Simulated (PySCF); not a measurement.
A thermochemical cycle for SbF

MP2 in PySCF with def2-TZVPPD on every atom (core potentials on Sb), for the lowest determinant that a PBE0 search found; no spin–orbit coupling. SbF, a triplet (π ↑↑), has De = 4.11 eV to neutral atoms, and SbF⁺, a doublet (π ↑), has De = 4.41 eV to Sb⁺ + F.

The adiabatic ionisation energy of SbF, between the minima, is 8.81 eV.

Question: Which ionisation energy of the Sb atom does this level give?

Answer: IE(Sb) = IE(molecule) + De(ion) − De(neutral) = 8.81 + 4.41 − 4.11 = 9.11 eV; the measured value is 8.608 eV (NIST ASD).

Correlated steps freeze 5 core orbitals. These are scalar-relativistic numbers at best; spin–orbit coupling would shift them, the dissociation energy most. For an ion De counts to the pair picked by the measured ionisation energies or electron affinities, which need not be the lowest pair at this level. States were picked by a PBE0 search and need not be the measured ground states.
